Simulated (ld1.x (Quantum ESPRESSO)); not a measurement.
# Al (Z = 13), ultrasoft: configuration errors across variants

| Property | Result |
| --- | --- |
| Element | Al (Z = 13) |
| Generator | ld1.x (Quantum ESPRESSO) 7.5 |
| Type | ultrasoft |
| Functional | PBE |
| Relativity | non-relativistic |
| Frozen core | [Ne] |
| Valence charge | 3 |
| Reference configuration | 3s2 3p1 |
| Partial waves | 3s (bound): rcut 1.60, rcutus 1.70 bohr; 3s channel at -0.05 Ry: rcut 1.60, rcutus 1.70 bohr; 3p (bound): rcut 1.55, rcutus 1.80 bohr; 3p channel at 4.95 Ry: rcut 1.55, rcutus 1.80 bohr; 3d channel at 0.05 Ry: rcut 1.70, rcutus 2.05 bohr |
| Local potential | all-electron potential smoothed inside 1.65 bohr (lloc = -1) |
| Core correction | none |
| Augmentation charge | built from norm-conserving waves at rcut, not smoothed further |

All-electron excitation energies from the reference (eV): (1) 3s2 3p0 5.771; (2) 3s1 3p0 24.963; (3) 3s2 3p0.5 2.090; (4) 3s2 3p1.3 -0.577; (5) 3s0 3p3 10.383; (6) 3s1 3p1 11.543; (7) 3s1 3p2 5.107.

The overlap operator is not positive definite (basis up to 400 Ry) in “all radii scaled by about 1.17 (s 1.98, p 2.10, d 2.40 bohr, rcut 1.88/1.82/1.98); local potential all-electron potential smoothed inside 1.92 bohr (lloc = -1)”. Such files are unfit for use, however small their errors in these radial tests.

3 further variants failed, have other tests or too few solved ones, and are left out.

Errors AE − PS in meV (a dash: test not solved or not reliable):

```csv
change,(1),(2),(3),(4),(5),(6),(7),bound ghosts
base,-2.1,+13,-0.3,0.0,+48,+9.8,+10.0,none
"all radii scaled by about 1.07 (s 1.82, p 1.94, d 2.20 bohr, rcut 1.72/1.66/1.82); local potential all-electron potential smoothed inside 1.78 bohr (lloc = -1)",-2.6,+15,-0.5,0.0,+43,+8.8,+9.1,none
"all radii scaled by about 1.17 (s 1.98, p 2.10, d 2.40 bohr, rcut 1.88/1.82/1.98); local potential all-electron potential smoothed inside 1.92 bohr (lloc = -1)",-3.4,+15,-1.0,-0.2,+27,+0.7,+6.0,not determined (overlap not positive)
"all radii scaled by about 1.21 (s 2.06, p 2.18, d 2.48 bohr, rcut 1.94/1.88/2.06); local potential all-electron potential smoothed inside 2.00 bohr (lloc = -1)",-3.3,+16,-0.7,-0.1,+27,+4.2,+6.1,not determined
"all radii scaled by about 1.31 (s 2.22, p 2.36, d 2.68 bohr, rcut 2.10/2.04/2.22); local potential all-electron potential smoothed inside 2.16 bohr (lloc = -1)",-2.9,+16,-0.9,-0.2,–,–,–,not determined
```

(1) Give the same row for: all radii scaled by about 1.40 (s 2.38, p 2.52, d 2.88 bohr, rcut 2.24/2.18/2.38); local potential all-electron potential smoothed inside 2.32 bohr (lloc = -1).

Results:

(1) -2.4, +16, -1.0, -0.3, +25, -3.7, +5.8; bound ghosts: not determined.
